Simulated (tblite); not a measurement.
Isomers of C3H6Cl2OSi. Computed values, GFN2-xTB/tblite, gas phase, harmonic and unscaled. The method is semi-empirical: single wavenumbers can be off by several per cent or more. Modes of hydrogen on silicon can be 10 to 20 % off. One conformer each.

Electronic energies: GFN2-xTB at the same geometries; isomer energies are rough at this level and their order can be wrong.

```
                SMILES  electronic energy, lowest = 0 (kJ/mol)
     C=CO[Si@H](Cl)CCl                                   173.9
    C=C(C)O[SiH](Cl)Cl                                     0.0
   C=C(O[SiH3])C(Cl)Cl                                   238.0
ClC(Cl)[C@H]1OC[SiH2]1                                   428.4
```

Question: How do GFN2-xTB zero-point energies change the relative energies?

Answer: 
```csv
SMILES,ZPE (kJ/mol),of it from modes above 1550 cm⁻¹,electronic (kJ/mol),"with ZPE, lowest = 0 (kJ/mol)",lowest mode (cm⁻¹),rings
C=C(C)O[SiH](Cl)Cl,223.1,116.4,0.0,0.0,34,0
C=CO[Si@H](Cl)CCl,219.3,115.7,173.9,170.1,40,0
C=C(O[SiH3])C(Cl)Cl,206.0,106.8,238.0,221.0,17,0
ClC(Cl)[C@H]1OC[SiH2]1,214.2,97.9,428.4,419.5,50,1
```

The zero-point energies span 17.1 kJ/mol, from `C=C(O[SiH3])C(Cl)Cl` to `C=C(C)O[SiH](Cl)Cl`. The order is unchanged.

Question: What do entropy and thermal enthalpy add at 298.15 K and 1 bar (rigid rotor, harmonic oscillator, one conformer each)?

Answer: 
```json
{"SMILES": "C=C(C)O[SiH](Cl)Cl", "point group": "C1", "symmetry number": "1", "S (J/(mol K))": "419.9", "H − H(0) (kJ/mol)": "27.95", "ZPE + H − H(0) − TS (kJ/mol)": "125.8"}
{"SMILES": "C=CO[Si@H](Cl)CCl", "point group": "C1", "symmetry number": "1", "S (J/(mol K))": "428.5", "H − H(0) (kJ/mol)": "28.47", "ZPE + H − H(0) − TS (kJ/mol)": "120.0"}
{"SMILES": "ClC(Cl)[C@H]1OC[SiH2]1", "point group": "C1", "symmetry number": "1", "S (J/(mol K))": "392.7", "H − H(0) (kJ/mol)": "25.22", "ZPE + H − H(0) − TS (kJ/mol)": "122.4"}
```

Not tabulated: `C=C(O[SiH3])C(Cl)Cl` (lowest mode only 17 cm⁻¹).
